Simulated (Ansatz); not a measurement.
CH$_{3}$AlF$_{2}$, charge +1, doublet, at a GFN2-xTB geometry (such geometries of metal compounds can be far from the true shape) (a state made from the parent by changing its charge; the spin is typed, not shown lowest). Base run: HF/6-31G* run with Ansatz (a quantum-chemistry and plane-wave program).

Geometry (Å):
```xyz
7

Al     0.1658     0.1333     0.0053
C     -1.4942    -1.1594    -0.0606
H     -1.1541    -1.9839    -0.7004
H     -2.2828    -0.5247    -0.4852
H     -1.6336    -1.4525     0.9881
F     -0.1555     1.6136    -0.5783
F      1.4755    -0.5931     0.6330
```
Charge +1, spin multiplicity 2.
Orbitals are unrestricted.
All else is at Ansatz's defaults.
Base energy -480.19652 Eh.

Variants of this job, named by their change:

```csv
change,ΔE vs base (kcal/mol)
base,0.000
fitting.mean_field = cc-pVTZ-JKFIT,0.076
fitting.mean_field = def2-universal-JKFIT,0.045
nuclear_model = gaussian,0.106
lower_state_search = light,0.000
lower_state_search = off,0.000
lower_state_search = full,0.000
forces = on,0.000
accuracy = high,-0.004
"point_charge = charge:-1.0 position_ang:-2.6254, -3.2395, -4.2171",-66.4
"point_charge = charge:0.5 position_ang:1.8003, -4.0533, -3.153",31.62
```
